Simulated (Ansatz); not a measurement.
Consider the formal exchange of groups at a Ga–Cl bond: `C[Se][GaH][Cl]` + CH₄ → `[CH3][GaH][Se]C` + HCl.

Program: Ansatz. Geometries: PBE0-D4/def2-TZVP. ΔE: electronic, gas phase. CBS: MP2 limit from def2 TZ/QZ plus the TZ coupled-cluster correction, frozen cores. This one scheme is used for every species. Functionals use def2-TZVPP. For Ga, Se outer-core shells are correlated without core-valence functions, which leaves a few kJ/mol of doubt a bond. Scalar relativity is left out up to krypton. Each species was taken in one conformer, which may not be the lowest.

`C[Se][GaH][Cl]`:

```xyz
8

C    -0.530    0.331   -1.297
Se    0.190    1.465    0.129
Ga    0.716   -0.152    1.678
Cl    0.257   -2.175    1.103
H    -1.327   -0.299   -0.912
H    -0.922    1.011   -2.050
H     0.261   -0.281   -1.722
H     1.354    0.099    3.070
```

CH₄:

Cartesian coordinates in Å:
```
C 0.000 0.000 0.000
H 0.896 -0.144 -0.604
H -0.020 -0.737 0.802
H -0.883 -0.121 -0.626
H 0.008 1.002 0.427
```

`[CH3][GaH][Se]C`:

Z-matrix (Å, degrees):
```
C
Ga 1 1.965
H 1 1.092 2 110.4
H 1 1.090 2 111.6 3 121.0
H 1 1.093 2 110.0 3 -118.4
Se 2 2.321 1 118.4 3 56.0
H 2 1.565 1 126.8 3 -124.1
C 6 1.961 2 100.0 1 -0.0
H 8 1.088 6 106.7 2 -179.9
H 8 1.087 6 110.5 2 61.2
H 8 1.088 6 110.5 2 -61.1
```

HCl:

Z-matrix (Å, degrees):
```
Cl
H 1 1.279
```

CCSD(T)/CBS gives +138.0 kJ/mol.

(1) Another level gave +142.8 kJ/mol. Which?
A. LDA (SPW92)/def2-TZVPP
B. BHLYP-D4/def2-TZVPP
C. revPBE-D4/def2-TZVPP
D. PBE0/def2-TZVPP

Largest T1 diagnostic among the species: 0.011.

## Answers

(1) D. PBE0 142.8, LDA (SPW92) 133.2, BHLYP-D4 152.1, revPBE-D4 138.3 kJ/mol.

At CCSD(T), def2-SVP lies +11.8 kJ/mol from the extrapolated value and def2-TZVPP −0.4 kJ/mol. From PBE to PBE0 (25 % exact exchange), in def2-TZVPP and without D4, ΔE moves by +3.3 kJ/mol.
